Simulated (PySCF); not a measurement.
# Excitation energy of Ni⁺ by level of theory

Ni⁺ [Ar] 3d9 (2D) → Ni⁺ [Ar] 3d8 4s1 (4F), as a difference of total energies. Calculation: PySCF 2.14, in dyall-av2z; no relativity, point nucleus. Correlated levels: valence: [Ar] frozen; virtual orbitals above 40 to 60 times the deepest correlated orbital energy dropped. The calculations carry no spin-orbit coupling.

| method | excitation energy (eV) | difference from reference (eV) |
| --- | --- | --- |
| UHF | -0.697 | -1.782 |
| MP2 (valence) | 1.653 | +0.568 |
| SCS-MP2 (valence) | 1.525 | +0.440 |
| CCSD (valence) | 0.944 | -0.141 |
| CCSD(T) (valence) | 1.083 | -0.002 |

Reference: 1.085 eV (measured; NIST levels, between the centres of gravity of the two terms).

These non-relativistic numbers lack the scalar-relativistic shift.

Errors of the correlated levels include the incompleteness of this basis and the frozen core.
